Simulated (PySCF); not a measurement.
An excited-state job on methyl(difluoro)silyl chloride, `C[Si](F)(F)Cl`.

Method: TDDFT PBE0/def2-SVPD, vertical, gas phase, core orbitals frozen in the response (PySCF 2.14.0, density-fitted response routines). Geometry: GFN2-xTB. The input is one job of a driver script: a line of settings, then coordinates in Å.

Input:
```
{"job": {"kind": "uv", "xc": "PBE0", "basis": "def2-SVPD", "nstates": 8, "ntriplets": 3}, "charge": 0, "multiplicity": 1}
C     -1.025119    -0.181464    -0.019181
Si     0.824770     0.154448     0.018227
F      1.420713    -0.168100     1.468458
F      1.108299     1.727427    -0.069111
Cl     1.921915    -0.774577    -1.351474
H     -1.243517    -1.236028     0.124874
H     -1.467038     0.117551    -0.965685
H     -1.530966     0.370154     0.769327
```

Question: What does the run print?

Answer: 
```
coarse grid: 8368 points
cycle   1  E = -988.3762840523  dE =  4.102e-01  |g| = 6.932e-01  |ddm| = 3.691e+00
cycle   2  E = -988.2948442322  dE =  8.144e-02  |g| = 1.007e+00  |ddm| = 1.664e+00
cycle   3  E = -988.4644650940  dE = -1.696e-01  |g| = 7.738e-02  |ddm| = 8.447e-01
cycle   4  E = -988.4657224649  dE = -1.257e-03  |g| = 1.991e-02  |ddm| = 1.122e-01
cycle   5  E = -988.4658203182  dE = -9.785e-05  |g| = 3.640e-03  |ddm| = 2.309e-02
cycle   6  E = -988.4658236925  dE = -3.374e-06  |g| = 7.263e-04  |ddm| = 5.850e-03
final grid: 74208 points
cycle   7  E = -988.5755453604  dE = -1.289e-05  |g| = 4.776e-03  |ddm| = 4.126e-02
cycle   8  E = -988.5755433790  dE =  1.981e-06  |g| = 5.533e-03  |ddm| = 1.058e-02
cycle   9  E = -988.5755512384  dE = -7.859e-06  |g| = 4.105e-04  |ddm| = 5.447e-03
cycle  10  E = -988.5755512663  dE = -2.789e-08  |g| = 7.639e-05  |ddm| = 3.767e-04
cycle  11  E = -988.5755512671  dE = -8.592e-10  |g| = 3.021e-05  |ddm| = 1.112e-04
converged SCF energy = -988.5755512671

Static polarisability (au): isotropic 48.474, principal 42.561 46.366 56.495

Singlet excitations
state   eV       nm        f      main configurations
  1   8.8846    139.5   0.17102   H->L 0.95
  2   9.0293    137.3   0.03866   H-1->L 0.89
  3   9.3136    133.1   0.01032   H->L+1 0.94
  4   9.4267    131.5   0.05399   H-2->L 0.83, H->L+2 0.13
  5   9.7240    127.5   0.00057   H-1->L+1 0.66, H->L+2 0.15, H->L+3 0.12
  6   9.9500    124.6   0.01104   H-2->L+1 0.78, H-1->L+2 0.11
  7   9.9536    124.6   0.12329   H->L+2 0.62, H-1->L+1 0.13, H-2->L 0.12
  8  10.0542    123.3   0.00197   H-1->L+2 0.57, H-2->L+1 0.17, H-1->L+3 0.16

Triplet excitations (Tamm-Dancoff, eV): 8.3666 8.6354 8.9130
```

The SCF starts on a coarse grid where the log names one; the energy can jump when the final grid takes over, and dE then counts from the start density on the new grid. H and L stand for HOMO and LUMO; the number after each pair is its weight.

Question: Which computed singlet has the largest oscillator strength, and what do all of them sum to?

Answer: State 1 at 8.88 eV (140 nm), f = 0.171; the 8 states sum to 0.411.

In short: HOMO -9.96 eV, LUMO 0.12 eV; lowest singlet 8.88 eV; lowest triplet 8.37 eV (Tamm–Dancoff); mean polarisability 48.5 au.

Question: How long does this job take on one thread of an Arm Neoverse V1, no GPU, shared host?

Answer: About 13 s.
Labels such as C1 count atoms from 1, the log's own numbers from 0.
